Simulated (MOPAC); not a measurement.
Input file for MOPAC: PM6 on GaH2I (SMILES [GaH2][I]), a point of a bond scan (R = 3.015 Å).

```
PM6 1SCF PRECISE CHARGE=0 THREADS=1
GaH2I

Ga    -0.82101660 1    -1.27596731 1     0.21510403 1
H     -0.27059022 1    -2.26514816 1     1.28725685 1
H     -2.09922929 1    -1.41786168 1    -0.66637083 1
I      0.79412033 1     1.23416697 1    -0.20805729 1
```

The log:

```
*******************************************************************************
 **                                                                           **
 **                              MOPAC v23.2.5                                **
 **                                                                           **
 *******************************************************************************
 ** MOPAC's Digital Object Identifier: https://doi.org/10.5281/zenodo.6511958 **
 **                                                                           **
 ** Please cite the open-source release paper for use of this MOPAC version:  **
 ** J. E. Moussa and J. J. P. Stewart (2026)                                  **
 ** MOPAC: An open-source semiempirical molecular orbital program             **
 ** J. Open Source Softw., 11(119), 8025, https://doi.org/10.21105/joss.08025 **
 *******************************************************************************

                              PM6 CALCULATION RESULTS

 *******************************************************************************
 *  PM6        - The PM6 Hamiltonian to be used
 *
 *
 *
 *                 CHARGE ON SYSTEM = 0
 *
 *
 *
 *  PRECISE    - TIGHTER CRITERIA TO BE USED
 *  1SCF       - DO 1 SCF AND THEN STOP
 *  THREADS=1  - MULTI-THREADING NOT USED
 *  T=         - A TIME OF 172800.0 SECONDS REQUESTED
 *  DUMP=N     - RESTART FILE WRITTEN EVERY 7200.0 SECONDS REQUESTED
 *******************************************************************************
PM6 1SCF PRECISE CHARGE=0 THREADS=1
 GaH2I

   ATOM   CHEMICAL          X               Y               Z
  NUMBER   SYMBOL      (ANGSTROMS)     (ANGSTROMS)     (ANGSTROMS)

     1      Ga         -0.82101660  *  -1.27596731  *   0.21510403  *
     2       H         -0.27059022  *  -2.26514816  *   1.28725685  *
     3       H         -2.09922929  *  -1.41786168  *  -0.66637083  *
     4       I          0.79412033  *   1.23416697  *  -0.20805729  *



          CARTESIAN COORDINATES

    NO.       ATOM           X           Y           Z

     1        Ga         -0.8210     -1.2760      0.2151
     2         H         -0.2706     -2.2651      1.2873
     3         H         -2.0992     -1.4179     -0.6664
     4         I          0.7941      1.2342     -0.2081

 General Reference for PM6:
 "Optimization of Parameters for Semiempirical Methods V: Modification of NDDO Approximations
 and Application to 70 Elements", J. J. P. Stewart, J. Mol. Mod., 13, 1173-1213 (2007)
 URL: https://link.springer.com/article/10.1007/s00894-007-0233-4

           Empirical Formula: H2 Ga I  =     4 atoms



      MOLECULAR POINT GROUP   :   C2v


      RHF CALCULATION, NO. OF DOUBLY OCCUPIED LEVELS = 6


 -------------------------------------------------------------------------------
 PM6 1SCF PRECISE CHARGE=0 THREADS=1
 GaH2I



     1SCF WAS SPECIFIED, SO BFGS WAS NOT USED
     SCF FIELD WAS ACHIEVED


                              PM6 CALCULATION
                                                       MOPAC v23.2.5 Linux




          FINAL HEAT OF FORMATION =         28.05824 KCAL/MOL =     117.39568 KJ/MOL


          COSMO AREA              =        109.88 SQUARE ANGSTROMS
          COSMO VOLUME            =         94.69 CUBIC ANGSTROMS

          IONIZATION POTENTIAL    =          9.504662 EV
          HOMO LUMO ENERGIES (EV) =         -9.505 -1.817
          NO. OF FILLED LEVELS    =          6
          MOLECULAR WEIGHT        =        198.6553         POINT GROUP:  C2v

          MOLECULAR DIMENSIONS (Angstroms)

            Atom       Atom       Distance
            I     4    H     2     3.95155
            H     3    H     2     2.62387
           Ga     1    H     3     0.00000


          SCF CALCULATIONS        =          1





   ATOM   CHEMICAL          X               Y               Z
  NUMBER   SYMBOL      (ANGSTROMS)     (ANGSTROMS)     (ANGSTROMS)

     1      Ga         -0.82101660  *  -1.27596731  *   0.21510403  *
     2       H         -0.27059022  *  -2.26514816  *   1.28725685  *
     3       H         -2.09922929  *  -1.41786168  *  -0.66637083  *
     4       I          0.79412033  *   1.23416697  *  -0.20805729  *

                             CARTESIAN COORDINATES

   1   Ga       -0.821016600    -1.275967310     0.215104030
   2    H       -0.270590220    -2.265148160     1.287256850
   3    H       -2.099229290    -1.417861680    -0.666370830
   4    I        0.794120330     1.234166970    -0.208057290


           Empirical Formula: H2 Ga I  =     4 atoms



      MOLECULAR POINT GROUP   :   C2v


                  EIGENVALUES
 -18.92359 -18.50764 -13.53179 -10.82269  -9.59343  -9.50466  -1.81727  -1.56032
   2.26271   3.54252 112.87454 112.96772 112.99670 113.48017 113.48073


              NET ATOMIC CHARGES AND DIPOLE CONTRIBUTIONS

  ATOM NO.   TYPE          CHARGE      No. of ELECS.   s-Pop       p-Pop       d-Pop
    1         Ga          -0.081606        3.0816     1.37959     1.70202
    2          H           0.170033        0.8300     0.82997
    3          H           0.170033        0.8300     0.82997
    4          I          -0.258460        7.2585     1.99251     5.26504     0.00090
 DIPOLE           X         Y         Z       TOTAL
 POINT-CHG.    -2.599    -4.040     0.681     4.852
 HYBRID         0.428     0.665    -0.112     0.798
 SUM           -2.172    -3.375     0.569     4.054


          ATOMIC ORBITAL ELECTRON POPULATIONS

     Atom    s        px        py        pz      x^2-y^2     xz        z^2       yz        xy
    1 Ga   1.37959   0.62786   0.55484   0.51931
    2  H   0.82997
    3  H   0.82997
    4  I   1.99251   1.78871   1.50647   1.96986   0.00015   0.00003   0.00017   0.00008   0.00047

 **********************
 *                    *
 * JOB ENDED NORMALLY *
 *                    *
 **********************




 == MOPAC DONE ==
```

The run finished.

Cost: around 0.03 core-seconds (rough).
